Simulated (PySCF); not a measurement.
C3H6BFN2, SMILES NCC#CB(N)F.

Geometry: ωB97X-D3(BJ)/def2-SVP. This is a generated structure with no PubChem entry under its InChIKey; it may be hypothetical. Other conformers were not sampled.

Vertical ionisation energy (IE) and electron affinity (EA) in eV. Rows of orbital energies are one-electron estimates. Where ΔSCF, EOM or ADC give a negative EA the extra electron is unbound and the value depends on the basis.

```
level                                           IE    EA
--------------------------------------------  ----  ----
−ε(HOMO), −ε(LUMO), M06-2X/def2-TZVP (PySCF)     …     …
−ε(HOMO), −ε(LUMO), PBE/def2-TZVP (PySCF)     5.66  1.13
```

**Question.** Complete the blanks. (Estimate from the structure and the level; the computed values follow.)

**Answer.** 
- −ε(HOMO), −ε(LUMO), M06-2X/def2-TZVP (PySCF), IE: 8.56
- −ε(HOMO), −ε(LUMO), M06-2X/def2-TZVP (PySCF), EA: -0.66
